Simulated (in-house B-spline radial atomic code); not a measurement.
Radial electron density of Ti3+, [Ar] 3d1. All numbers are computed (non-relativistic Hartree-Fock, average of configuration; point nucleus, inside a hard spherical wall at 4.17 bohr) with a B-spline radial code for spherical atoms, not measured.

Columns: r (bohr), 4πr²n(r) (electrons per bohr), bar.

```
 0.00267    0.568 #
 0.00319   0.7925 #
 0.00382    1.105 ##
 0.00457    1.531 ##
 0.00547    2.108 ###
 0.00654    2.875 #####
 0.00782    3.886 ######
 0.00936    5.204 ########
  0.0112    6.873 ###########
  0.0134    8.935 ##############
   0.016    11.37 ##################
  0.0192    14.24 ######################
   0.023    17.32 ###########################
  0.0275    20.37 ################################
  0.0329    23.11 ####################################
  0.0393    25.11 #######################################
   0.047    26.02 #########################################
  0.0563     25.6 ########################################
  0.0673       24 ######################################
  0.0806    21.77 ##################################
  0.0964    19.94 ###############################
   0.115    19.52 ###############################
   0.138    21.08 #################################
   0.165    24.12 ######################################
   0.198    27.13 ###########################################
   0.236    27.98 ############################################
   0.283    25.41 ########################################
   0.338     19.9 ###############################
   0.405    13.46 #####################
   0.484    8.967 ##############
    0.58    7.692 ############
   0.694    8.798 ##############
    0.83    9.991 ################
   0.993    9.537 ###############
    1.19     7.31 ###########
    1.42    4.518 #######
     1.7    2.194 ###
    2.03   0.8491 #
    2.43   0.2533 
    2.91  0.05764 
    3.48 0.008519 
    4.13 2.066e-05
```

On this grid the curve has 3 maxima, near 0.047, 0.236, 0.83 bohr.

The 3d radial function P(r) = rR(r), positive near the nucleus:

```tsv
r (bohr)	P
0.0275	0.0012
0.0393	0.00323
0.0563	0.008479
0.0806	0.02128
0.115	0.05005
0.165	0.1107
0.236	0.2214
0.338	0.3967
0.484	0.6203
0.694	0.8204
0.993	0.8814
1.42	0.7418
2.03	0.4586
2.91	0.1765
4.13	0.00399
```
